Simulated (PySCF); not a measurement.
CH5O, charge +1.

```xyz
7

C     -0.7968    -0.0180     0.0000
O      0.7186     0.0866     0.0000
H     -1.1043     0.5054     0.8985
H     -1.1043     0.5054    -0.8985
H     -1.0631    -1.0701     0.0000
H      1.1518    -0.2629     0.8022
H      1.1518    -0.2629    -0.8022
```
Charge +1, spin multiplicity 1.

Coordinates come from a B3LYP-D3(BJ)/def2-TZVP optimisation. The isomer is the one that the SMILES or the coordinates give; other isomers of the formula were not compared.

Level of theory: B3LYP/pcSseg-2 in PySCF. Non-relativistic, no solvent.

Computed absolute GIAO shielding of each atom: isotropic value and principal components (ppm):
```tsv
atom	σ(iso)	σ11	σ22	σ33	span
C1	97.2	51.8	57.6	182.1	130.3
O2	303.2	262.6	296.7	350.4	87.8
H3	26.3	23.7	24.1	31.0	7.2
H4	26.3	23.7	24.1	31.0	7.2
H5	26.3	23.6	24.2	31.2	7.6
H6	25.8	17.1	20.7	39.5	22.4
H7	25.8	17.1	20.7	39.5	22.4
```
